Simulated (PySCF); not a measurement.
# Fractional electron number in Tc²⁺ (technetium, charge +2)

The 4d alpha orbital of [Kr] 4d5 is emptied in steps (occupation f), with all orbitals relaxed, ending at [Kr] 4d4. Computed with PySCF 2.14 in x2c-TZVPall, with scalar relativity by spin-free X2C-1e. The exact energy is a straight line in f; departures are measured from the line between the end points of the same method.

```csv
f,CAM-B3LYP (eV)
1,0.000
0.8,-0.473
0.6,-0.714
0.4,-0.717
0.2,-0.481
0,0.000
```

```
   method  E(f=0) − E(f=1) (eV)  −ε at f=1 (eV)  −ε at f=0.4 (eV)
CAM-B3LYP                29.754          26.816            30.334
```

Orbital energy along the path (eV):

```csv
f,CAM-B3LYP
1,-26.816
0.8,-27.966
0.6,-29.140
0.4,-30.334
0.2,-31.546
0,-32.772
```

Reference removal energy between the ground levels: 29.55 eV (semi-empirical (NIST evaluation); NIST Atomic Spectra Database, ionization energies). The calculation has no spin-orbit coupling. The determinant left behind need not be the lowest term of the ion.
